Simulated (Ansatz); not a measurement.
HKO, singlet, at a GFN2-xTB geometry (such geometries of metal compounds can be far from the true shape); PBE/3-21G in Ansatz (a first-principles code).

Here is a job for Ansatz.
Ansatz 0.2 input:
```yaml
crystal:
  periodic: [false, false, false]
  atoms:
    - {symbol: K, position_ang: [-0.50522172, -0.27212366, -0.43658858]}
    - {symbol: O, position_ang: [1.02773019, 0.48242277, 0.88515464]}
    - {symbol: H, position_ang: [1.37737114, 1.31096739, 1.21394595]}
basis:
  gaussian:
    orbitals: 3-21G.json
hamiltonian:
  xc: pbe
```
The basis file holds 3-21G in the JSON format of the Basis Set Exchange.

Output, abridged:

```
Functional definition: PBE
324 factors; integrals over basis functions are off by at most 5.7e-4 eV
mean field evaluation 1: about -18277.0701 eV, gradient 6.7e1 eV
mean field evaluation 2: about -18035.4693 eV, gradient 1.5e2 eV
mean field evaluation 4: about -18253.9115 eV, gradient 9.5e1 eV
mean field evaluation 8: about -18285.1450 eV, gradient 2.4e0 eV
mean field evaluation 16: about -18285.1540 eV, gradient 1.1e-3 eV
mean field evaluation 32: about -18284.9583 eV, gradient 3.6e0 eV
mean field -18285.15395494 eV, -671.9670137216 hartree, gradient 7.6e-5 eV, S^2 0.000000; 4 other end points of the search recorded, 0 dependent functions left out
reference -18285.15400796 eV, -671.9670156699 hartree; 14, 14 occupied and 14, 14 virtual orbitals, 324 factors
Total energy: -18285.15400796 eV, -671.9670156699 hartree
```
